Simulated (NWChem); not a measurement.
System: methylammonium (CH6N cation); SMILES C[NH3+]

NWChem input:

```
start job
memory heap 200 mb stack 900 mb global 1100 mb
charge 1
geometry units angstroms noautosym nocenter noautoz
  C      0.000000     0.000000     0.814573
  N      0.000000     0.000000    -0.702497
  H     -1.016838     0.195558     1.154755
  H      0.677777     0.782828     1.154755
  H      0.339061    -0.978386     1.154755
  H     -0.625345    -0.723642    -1.080310
  H      0.939365    -0.179744    -1.080310
  H     -0.314020     0.903386    -1.080310
end
basis spherical
  * library def2-svp
end
dft
  xc b3lyp
  iterations 150
  mulliken
end
task dft energy
esp
  recalculate
  probe 0.07
  range 0.3
  factor 1.0
  spacing 0.02
end
task esp
```

NWChem printed, in part:

```
             Northwest Computational Chemistry Package (NWChem) 7.3.0
             --------------------------------------------------------

                             Geometry "geometry" -> ""
                             -------------------------

 Output coordinates in angstroms (scale by  1.889725989 to convert to a.u.)

  No.       Tag          Charge          X              Y              Z
 ---- ---------------- ---------- -------------- -------------- --------------
    1 C                    6.0000     0.00000000     0.00000000     0.81457300
    2 N                    7.0000     0.00000000     0.00000000    -0.70249700
    3 H                    1.0000    -1.01683800     0.19555800     1.15475500
    4 H                    1.0000     0.67777700     0.78282800     1.15475500
    5 H                    1.0000     0.33906100    -0.97838600     1.15475500
    6 H                    1.0000    -0.62534500    -0.72364200    -1.08031000
    7 H                    1.0000     0.93936500    -0.17974400    -1.08031000
    8 H                    1.0000    -0.31402000     0.90338600    -1.08031000

 Effective nuclear repulsion energy (a.u.)      47.5806732872

                                 NWChem DFT Module
                                 -----------------

 Summary of "ao basis" -> "ao basis" (spherical)
 ------------------------------------------------------------------------------
       Tag                 Description            Shells   Functions and Types
 ---------------- ------------------------------  ------  ---------------------
 C                          def2-svp                 6       14   3s2p1d
 N                          def2-svp                 6       14   3s2p1d
 H                          def2-svp                 3        5   2s1p

            General Information
            -------------------
          SCF calculation type: DFT
          Wavefunction type:  closed shell.
          No. of atoms     :     8
          No. of electrons :    18
           Alpha electrons :     9
            Beta electrons :     9
          Charge           :     1
          Spin multiplicity:     1
          Use of symmetry is: off; symmetry adaption is: off
          Maximum number of iterations: 150
          AO basis - number of functions:    58
                     number of shells:    30
          Convergence on energy requested:  1.00D-06
          Convergence on density requested:  1.00D-05
          Convergence on gradient requested:  5.00D-04

              XC Information
              --------------
                         B3LYP Method XC Potential
                     Hartree-Fock (Exact) Exchange  0.200
                        Slater Exchange Functional  0.800 local
                    Becke 1988 Exchange Functional  0.720 non-local
              Lee-Yang-Parr Correlation Functional  0.810
                  VWN I RPA Correlation Functional  0.190 local

             Grid Information
             ----------------
          Grid used for XC integration:  medium
          Radial quadrature: Mura-Knowles
          Angular quadrature: Lebedev.
          Tag              B.-S. Rad. Rad. Pts. Rad. Cut. Ang. Pts.
          ---              ---------- --------- --------- ---------
          C                   0.70       49           7.0       434
          N                   0.65       49           7.0       434
          H                   0.35       45           9.0       434
          Grid pruning is: on
          Number of quadrature shells:   368
          Spatial weights used:  Erf1

      Superposition of Atomic Density Guess
      -------------------------------------

 Sum of atomic energies:         -94.86466616

 Renormalizing density from      19.00 to     18

      Non-variational initial energy
      ------------------------------

 Total energy =     -92.535985
 1-e energy   =    -208.782445
 2-e energy   =      68.665787
 HOMO         =      -0.834227
 LUMO         =      -0.248382

     ---------------------------------------------
      Total Density - Mulliken Population Analysis
     ---------------------------------------------

    Atom       Charge   Shell Charges
 -----------   ------   -------------------------------------------------------
    1 C    6     6.39   1.99  1.06  0.16  2.30  0.85  0.03
    2 N    7     7.49   1.99  1.11  0.30  2.81  1.27  0.01
    3 H    1     0.76   0.62  0.11  0.03
    4 H    1     0.76   0.62  0.11  0.03
    5 H    1     0.76   0.62  0.11  0.03
    6 H    1     0.61   0.51  0.06  0.04
    7 H    1     0.61   0.51  0.06  0.04
    8 H    1     0.61   0.51  0.06  0.04

   convergence    iter        energy       DeltaE   RMS-Dens  Diis-err
 ---------------- ----- ----------------- --------- --------- ---------
 d= 0,ls=0.0,diis     1    -96.0490109482 -1.44D+02  1.68D-02  9.32D-01
 d= 0,ls=0.0,diis     2    -96.0289285564  2.01D-02  9.30D-03  1.03D+00
 d= 0,ls=0.0,diis     3    -96.1438636770 -1.15D-01  1.26D-03  1.47D-02
 d= 0,ls=0.0,diis     4    -96.1450576726 -1.19D-03  5.18D-04  3.44D-03
 d= 0,ls=0.0,diis     5    -96.1454594329 -4.02D-04  2.72D-05  4.28D-06
 d= 0,ls=0.0,diis     6    -96.1454599931 -5.60D-07  3.21D-06  9.73D-08

         Total DFT energy =      -96.145459993082
      One electron energy =     -217.411347980673
           Coulomb energy =       87.968218475515
    Exchange-Corr. energy =      -14.283003775108
 Nuclear repulsion energy =       47.580673287183

 Numeric. integr. density =       17.999998167362

                       DFT Final Molecular Orbital Analysis
                       ------------------------------------

 Vector    7  Occ=2.000000D+00  E=-7.104874D-01
              MO Center=  2.6D-07,  7.6D-08,  2.4D-01, r^2= 1.6D+00
   Bfn.  Coefficient  Atom+Function         Bfn.  Coefficient  Atom+Function
  ----- ------------  ---------------      ----- ------------  ---------------
    20      0.442195  2 N  pz                 6      0.363989  1 C  pz
    23     -0.241074  2 N  pz                29      0.148680  3 H  s
    34      0.148681  4 H  s                 39      0.148680  5 H  s
     2      0.124087  1 C  s                 17     -0.115667  2 N  s
    16     -0.109946  2 N  s                  9      0.102273  1 C  pz

 Vector    8  Occ=2.000000D+00  E=-6.291699D-01
              MO Center= -5.8D-03, -2.0D-01,  8.1D-01, r^2= 1.4D+00
   Bfn.  Coefficient  Atom+Function         Bfn.  Coefficient  Atom+Function
  ----- ------------  ---------------      ----- ------------  ---------------
     5      0.396062  1 C  py                39     -0.353608  5 H  s
    29      0.232914  3 H  s                  4     -0.224057  1 C  px
     8      0.163228  1 C  py                54     -0.151150  8 H  s
    19      0.130598  2 N  py                34      0.120694  4 H  s
    40     -0.104796  5 H  s                 49      0.099436  7 H  s

 Vector    9  Occ=2.000000D+00  E=-6.291699D-01
              MO Center=  5.8D-03,  2.0D-01,  8.1D-01, r^2= 1.4D+00
   Bfn.  Coefficient  Atom+Function         Bfn.  Coefficient  Atom+Function
  ----- ------------  ---------------      ----- ------------  ---------------
     4      0.396062  1 C  px                34      0.338629  4 H  s
    29     -0.273838  3 H  s                  5      0.224057  1 C  py
     7      0.163228  1 C  px                44      0.144676  6 H  s
    18      0.130597  2 N  px                49     -0.117123  7 H  s
    35      0.100359  4 H  s                  8      0.092336  1 C  py

 Vector   10  Occ=0.000000D+00  E=-1.990150D-01
              MO Center=  1.3D-06,  1.6D-06, -9.4D-01, r^2= 3.8D+00
   Bfn.  Coefficient  Atom+Function         Bfn.  Coefficient  Atom+Function
  ----- ------------  ---------------      ----- ------------  ---------------
    17      1.344065  2 N  s                 45     -0.647511  6 H  s
    50     -0.647513  7 H  s                 55     -0.647514  8 H  s
     3      0.385741  1 C  s                 16      0.330270  2 N  s
     9      0.321093  1 C  pz                30     -0.221684  3 H  s
    35     -0.221682  4 H  s                 40     -0.221685  5 H  s

[...]

                     NWChem Electrostatic Potential Fit Module
                     -----------------------------------------

 Atom parameters

 Number of atoms is                                    8
 Number of basis functions is                         58

 Grid parameters

 Maximum number of grid points is                  32464
 Number of grid points is                          32463
 Grid range                                     0.300000 nm
 Grid spacing                                   0.020000 nm
 Probe radius                                   0.070000 nm
 Atom radius factor                             1.000000

 Atomic radii

    1    0.100000
    6    0.147000
    7    0.140000
 FASTESP  F
  using M.O. file = ./job.movecs

    Atom              Coordinates                           Charge

                                                  ESP

    1 C     0.000000    0.000000    0.081457   -0.041836
    2 N     0.000000    0.000000   -0.070250   -0.159685
    3 H    -0.101684    0.019556    0.115476    0.113393
    4 H     0.067778    0.078283    0.115476    0.113168
    5 H     0.033906   -0.097839    0.115476    0.113028
    6 H    -0.062535   -0.072364   -0.108031    0.287544
    7 H     0.093937   -0.017974   -0.108031    0.287462
    8 H    -0.031402    0.090339   -0.108031    0.286926
                                            ------------
                                                1.000000

 Dipole moment                                  0.039824

 Quadrupole moment Qxx                         -2.010024
                   Qyy                         -2.017694
                   Qzz                          4.027718

 RMS deviation kJ/mol                           0.039173

 RRMS %                                         1.561776
```

Level: B3LYP/def2-SVP. Coordinates come from a B3LYP/6-31G* (spherical d) optimisation. B3LYP is NWChem's, with the RPA form of VWN correlation.
